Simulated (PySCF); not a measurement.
Two species compared at the same levels of theory.

First species: C9H9N3.
Cartesian coordinates in Å at the GFN2-xTB level; atoms count from 1:
```xyz
21
C9H9N3 angstrom
C     -0.666    2.076    0.541
C     -1.007    0.659    0.211
C     -2.325    0.225    0.260
C     -2.672   -1.083   -0.028
C     -1.692   -1.996   -0.376
C     -0.373   -1.589   -0.439
C     -0.028   -0.274   -0.145
N      1.326    0.095   -0.214
C      2.402   -0.666    0.112
C      3.482    0.137   -0.163
N      3.018    1.309   -0.638
N      1.744    1.280   -0.663
H     -1.521    2.578    0.986
H      0.173    2.124    1.233
H     -0.368    2.611   -0.359
H     -3.095    0.932    0.532
H     -3.706   -1.389    0.020
H     -1.951   -3.019   -0.603
H      0.395   -2.290   -0.732
H      2.323   -1.651    0.519
H      4.529   -0.052   -0.053
```

Second species: C6H8OSi.
SMILES: `c1ccccc1[SiH2]O`

Levels: PBE0/pcSseg-1 for dipole moment, HOMO energy, LUMO energy and HOMO–LUMO gap; GFN2-xTB for rotational constant A and rotational constant C. Geometries: GFN2-xTB. Each species is one conformer at its optimised geometry, gas phase, non-relativistic unless stated. Electronic properties by PySCF.

Dipoles, sizes and rotational constants follow the conformer. The torsions of the flexible species, by atom-mapped SMILES:
- `[CH3:1][c:2]1[cH:3][cH:4][cH:5][cH:6][c:7]1-[n:8]1[cH:9][cH:10][n:11][n:12]1`: C6–C7–N8–C9 -35°
- `[OH:1][SiH2:2][c:3]1[cH:4][cH:5][cH:6][cH:7][cH:8]1`: O1–Si2–C3–C4 15°, H–O1–Si2–C3 55°

Values for the first species:

```
Dipole moment         : 4.00 D
HOMO energy           : -7.14 eV
LUMO energy           : -1.08 eV
HOMO–LUMO gap         : 6.06 eV
Rotational constant A : 2.214 GHz
Rotational constant C : 0.559 GHz
```

Task: Estimate the same properties for the second species, and the change in each.

Result: 
```csv
property,first,second,second less first
dipole moment,4.00 D,1.78 D,-2.22 D
HOMO energy,-7.14 eV,-7.45 eV,-0.31 eV
LUMO energy,-1.08 eV,-0.65 eV,+0.43 eV
HOMO–LUMO gap,6.06 eV,6.80 eV,+0.74 eV
rotational constant A,2.214 GHz,4.382 GHz,+2.168 GHz
rotational constant C,0.559 GHz,0.873 GHz,+0.314 GHz
```

On the first: The dipole matches unit charges of opposite sign 0.83 Å apart (1 e·Å = 4.8032 D).

On the second: The dipole matches unit charges of opposite sign 0.37 Å apart (1 e·Å = 4.8032 D).
